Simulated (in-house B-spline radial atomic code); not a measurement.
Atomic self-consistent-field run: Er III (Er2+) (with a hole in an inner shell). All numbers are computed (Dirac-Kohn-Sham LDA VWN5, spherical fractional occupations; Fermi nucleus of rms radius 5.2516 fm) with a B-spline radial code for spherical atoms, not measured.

In the input, a minus or plus after the letter marks the j = l - 1/2 or j = l + 1/2 subshell.

Command:
```bash
python run_scf.py task.json out
```
Settings (nuclear radius in fm, mass in u):
```
Z                68
configuration    1s2 2s2 2p6 3s2 3p6 3d10 4s2 4p6 4d10 4f12 5s2 5p-2 5p+2 6s2
hamiltonian      dirac
method           lda,vwn
spin_polarised   False
nucleus          fermi
rms_radius       5.2516
atomic_mass      165.9303
speed_of_light   137.035999084
```

Output (hartree, bohr):
```
 radial grid: 81 intervals, B-splines of order 8, outer radius 60 bohr

 iter        energy (Eh)    residual
    1      -13085.275762    4.10e-01
    2      -13082.376927    4.83e-01
    3      -13085.873810    2.51e-01
    4      -13086.725629    1.64e-01
    5      -13076.392793    5.29e-01
    6      -13087.398877    3.81e-02
    7      -13087.449606    1.35e-02
    8      -13087.456061    7.83e-04
    9      -13087.456082    1.65e-05
   10      -13087.456082    1.73e-06
   11      -13087.456082    1.57e-08

 total energy                    -13087.45608
 kinetic                           14438.6273
 electron-nucleus                 -32328.6151
 Hartree                            5072.5990
 exchange-correlation               -270.0673

 first-order corrections (not in the total)
   Gaunt                            14.2997
   retardation                      -1.5109
   frequency dependence             -0.2120
   self-energy                      10.1563
   Uehling                          -1.7408
   Wichmann-Kroll                    0.0606
   recoil                            0.0273

 orbital      occ     eigenvalue          <r>       <r^2>       <1/r>       <r^4>       r_max    small
 1s1/2      2.000     -2104.5880    0.0203864 0.000568775     77.4768 8.66838e-07     0.01287  6.47e-02
 2s1/2      2.000      -354.1993    0.0859526  0.00878693     18.6347 0.000134104     0.07347  1.44e-02
 2p1/2      2.000      -337.5903     0.071491  0.00633313     18.6193 8.19688e-05     0.05513  1.45e-02
 2p3/2      4.000      -303.9327    0.0787653  0.00755186     16.1485 0.000111866     0.06135  1.33e-02
 3s1/2      2.000       -80.0409     0.225123   0.0580565     6.81786  0.00509635      0.2076  4.65e-03
 3p1/2      2.000       -72.7235     0.214749   0.0536843     6.73878  0.00456727      0.1951  4.60e-03
 3p3/2      4.000       -65.6562     0.228471   0.0605426     6.10612  0.00575843      0.2081  4.26e-03
 3d3/2      4.000       -53.0755     0.201299    0.047659     5.99433  0.00404451      0.1641  4.15e-03
 3d5/2      6.000       -51.5290     0.205551   0.0495591     5.83985  0.00434393      0.1678  4.05e-03
 4s1/2      2.000       -16.5056      0.50865     0.29248     2.85459    0.124792      0.4745  1.50e-03
 4p1/2      2.000       -13.5809     0.517569     0.30535     2.74681    0.139975      0.4765  1.42e-03
 4p3/2      4.000       -11.9863     0.549455    0.343852     2.52565    0.177554      0.5045  1.29e-03
 4d3/2      4.000        -7.1596     0.578218    0.388656     2.30391    0.247329      0.5071  1.11e-03
 4d5/2      6.000        -6.8701     0.589547    0.403908     2.24946    0.267296      0.5162  1.07e-03
 4f5/2      5.143        -1.0652     0.781356    0.800861     1.68839     1.76744      0.5064  6.53e-04
 4f7/2      6.857        -1.0243     0.795396    0.832459     1.66281     1.92931      0.5119  6.38e-04
 5s1/2      2.000        -2.8208      1.23156     1.70439     1.08507     4.28453       1.107  3.15e-04
 5p1/2      2.000        -2.0040      1.36855     2.12021    0.964794     6.87176         1.2  2.55e-04
 5p3/2      2.000        -1.7864      1.46395     2.42586     0.89134     9.00436       1.281  2.24e-04
 6s1/2      2.000        -0.6963      3.03065     10.2433    0.421457     150.056       2.762  5.99e-05
```

Run time, properties included: 1.4 s on 1 thread of Arm Neoverse V1, with other jobs on the host.

For the Dirac Hamiltonian the kinetic term is c α·p + (β - 1)c².
